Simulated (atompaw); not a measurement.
u(r) = r·R(r): atom against pseudo-atom (Yb (Z = 70))

Columns: radius, all-electron u(r) and pseudo u(r) of the 5s shell (level -69.72 eV) of ytterbium in the configuration [Kr] 4d10 4f14 5s2 5p6 5d0 6s0 6p0; PBE, scalar-relativistic, PAW (atompaw) scheme, atompaw 4.2.0.5.

| r (bohr) | all-electron | pseudo |
| --- | --- | --- |
| 0.115 | 0.1945 | 0.2316 |
| 0.231 | 0.0915 | 0.4545 |
| 0.346 | -0.5155 | 0.6550 |
| 0.462 | -0.4525 | 0.8281 |
| 0.577 | -0.0064 | 0.9643 |
| 0.692 | 0.4624 | 1.0612 |
| 0.808 | 0.8066 | 1.1176 |
| 0.923 | 0.9988 | 1.1334 |
| 1.038 | 1.0699 | 1.1130 |
| 1.154 | 1.0558 | 1.0607 |
| 1.269 | 0.9895 | 0.9845 |
| 1.385 | 0.8944 | 0.8906 |
| 1.500 | 0.7887 | 0.7883 |
| 1.615 | 0.6827 | 0.6841 |
| 1.731 | 0.5814 | 0.5829 |
| 1.846 | 0.4903 | 0.4910 |
| 1.962 | 0.4090 | 0.4091 |
| 2.077 | 0.3392 | 0.3392 |
| 2.192 | 0.2796 | 0.2796 |
| 2.308 | 0.2289 | 0.2289 |
| 2.423 | 0.1869 | 0.1869 |
| 2.538 | 0.1521 | 0.1521 |
| 2.654 | 0.1231 | 0.1231 |
| 2.769 | 0.0996 | 0.0996 |
| 2.885 | 0.0802 | 0.0802 |
| 3.000 | 0.0646 | 0.0646 |

Task: How many radial nodes do the two functions have?

Result: The all-electron 5s function has n − l − 1 = 4 (the table is too coarse to show those close to the nucleus); the pseudo-wave has 0, since the states of the same l below it are removed with the core.

Task: At about which radius was the pseudo-wave matched?

Result: 2.05 bohr, where the columns begin to agree (steps of 0.12 bohr).

Task: Is the pseudo-wave norm-conserving?

Result: No, it belongs to a PAW set: the norm inside the radius is not constrained, and the difference is carried by the augmentation charge.
